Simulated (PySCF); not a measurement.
Computed spin Hamiltonian

C5H6O2S (charge +1 and doublet state).
Numbering: `[CH+:1]=[C:2][C@@H:3]1[CH2:4][CH2:5][S:6]1(=[O:7])=[O:8]` (hydrogens: H9 on C1; H10 on C3; H11, H12 on C4; H13, H14 on C5)

Geometry (GFN2-xTB, Å), atoms numbered from 1 in this order:
```
atom  x, y, z in Å
C1     2.664    0.476    1.571
C2     1.678    0.501    0.862
C3     0.543    0.498    0.063
C4    -0.811    0.869    0.623
C5    -1.685   -0.248    0.057
S6    -0.258   -1.380   -0.121
O7     0.070   -2.101    1.049
O8     0.010   -1.866   -1.420
H9     3.532    0.495    2.173
H10    0.712    0.731   -0.987
H11   -1.132    1.863    0.300
H12   -0.796    0.848    1.714
H13   -2.083   -0.052   -0.935
H14   -2.444   -0.635    0.730
```

Level of theory: UKS B3LYP, pcH-1 on C H O S, non-relativistic, mean-field spin-orbit, GIAO in PySCF 2.14.0. One conformer (not necessarily the lowest) at the GFN2-xTB geometry, without solvent, vibrations or thermal averaging. The geometry wasn't refined by DFT: couplings that depend on bond lengths, twists or pyramidal angles can differ widely from those at the functional's own minimum, by a factor of two or more for some ions and for spin on atoms past the first row. Stability of the SCF solution: not tested.

- g1, g2, g3: 2.00290, 2.00659, 2.00913
- g_iso: 2.00621
- Form of g: rhombic: the two nearest values differ by 41 % of g3 − g1
- ⟨S²⟩: 0.7599 (exact 0.7500)
- HOMO–LUMO gap, α and β orbitals: 6.13, 2.68 eV
- Total energy: -742.30022 Eh

Isotropic coupling and dipolar principal values T1 to T3, in MHz:

| atom | isotope | a_iso | of which spin–orbit | T1 | T2 | T3 | Mulliken spin population |
| --- | --- | --- | --- | --- | --- | --- | --- |
| C1 | 13C | 28.7 | 0.1 | -35.4 | -31.0 | 66.4 | 0.41 |
| C2 | 13C | -25.0 | 0.1 | -12.8 | -0.9 | 13.7 | -0.01 |
| C3 | 13C | 21.7 | 0.1 | -22.1 | -21.3 | 43.4 | 0.23 |
| C4 | 13C | -2.7 | 0.0 | -2.4 | -1.9 | 4.4 | 0.00 |
| C5 | 13C | 46.9 | 0.1 | -8.5 | -8.2 | 16.7 | 0.08 |
| S6 | 33S | -9.6 | 0.1 | -6.3 | -4.0 | 10.3 | 0.04 |
| O7 | 17O | -2.8 | -0.4 | -35.0 | 16.7 | 18.4 | 0.10 |
| O8 | 17O | -7.3 | -0.5 | -51.0 | 24.7 | 26.3 | 0.15 |
| H9 | 1H | -34.0 | 0.0 | -15.7 | -3.4 | 19.1 | -0.02 |
| H10 | 1H | 14.2 | 0.0 | -10.1 | -1.1 | 11.2 | 0.00 |
| H11 | 1H | 23.6 | 0.0 | -2.5 | -0.4 | 2.9 | 0.01 |
| H12 | 1H | -0.5 | 0.0 | -2.4 | -1.0 | 3.3 | 0.00 |
| H13 | 1H | -0.2 | 0.0 | -4.2 | -0.5 | 4.7 | 0.00 |
| H14 | 1H | 16.6 | 0.0 | -4.4 | -0.8 | 5.1 | 0.01 |

The Mulliken spin populations are largest on C1 (+0.41), C3 (+0.23), O8 (+0.15) and O7 (+0.10).

The SMILES `[CH+]=[C][C@@H]1CCS1(=O)=O` draws the unpaired electron on C2, whose computed spin population is only -0.01.

Under fast tumbling the dipolar parts average out, and these isotropic splittings remain: 1 × 1H (H9, I = 1/2, 2 lines) with 1.21 mT, 1 × 1H (H11, I = 1/2, 2 lines) with 0.84 mT, 1 × 1H (H14, I = 1/2, 2 lines) with 0.59 mT and 1 × 1H (H10, I = 1/2, 2 lines) with 0.50 mT.

The 33S coupling of S6 (-9.6 MHz) shows only in satellite lines or after enrichment, since that isotope makes up about 0.76 % of natural sulfur.

The 13C coupling of C5 (46.9 MHz) shows only in satellite lines or after enrichment, since that isotope makes up about 1.07 % of natural carbon.

The spin density at the nucleus, in bohr⁻³, is negative for S6 (-0.0282), C2 (-0.0223) and H9 (-0.0076), for instance. A restricted open-shell determinant has no negative spin density anywhere; here it arises because α and β orbitals differ (spin polarisation).
